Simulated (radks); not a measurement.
Removal energies from the manganese ion Mn7+, [Ar], by Delta-SCF beside the eigenvalue of the level emptied. Method: non-relativistic Kohn-Sham, PBE, spin-polarised, spherical densities, point nucleus; computed with a radial shooting solver on a logarithmic mesh with Libxc functionals. Open shells are filled with parallel spins first.

| removed from | final configuration | Delta-SCF (eV) | -eigenvalue (eV) |
|---|---|---|---|
| 3p | [Ne] 3s2 3p5 | 195.50 | 182.64 |
| 3s | [Ne] 3s1 3p6 | 226.88 | 213.91 |
| 2p | [He] 2s2 2p5 3s2 3p6 | 811.96 | 775.43 |
| 2s | [He] 2s1 2p6 3s2 3p6 | 911.90 | 880.28 |
